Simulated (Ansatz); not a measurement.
Frontier orbitals of C$_{2}$H$_{3}$ClCuN, SMILES `CC#[N+][Cu-][Cl]`.

The species carries charge 0 and has multiplicity 1. For Cu the d shell is correlated and the shells below it are frozen. Scalar relativity is left out up to krypton. All single points use the PBE0-D4/def2-TZVP geometry. Basis def2-TZVPP, Ansatz.

Orbital energies of one run (eV). Highest occupied ones, from the top: -8.86, -8.86, -9.28, -10.48, -10.48, -10.94, -10.94, -11.15, -14.01, -14.01, -16.91, -16.91, -16.93, -18.69. Empty: 1.15, 1.23, 1.23, 2.20, 3.66, 3.66.

Question: Which functional gave them?
A. LC-ωPBE
B. LDA (SPW92)
C. ωB97M-V
D. r2SCAN

Answer: C. HOMO energies: ωB97M-V -8.86, LC-ωPBE -9.26, LDA (SPW92) -5.58, r2SCAN -5.50 eV.

LC-ωPBE has ω = 0.4 bohr⁻¹.
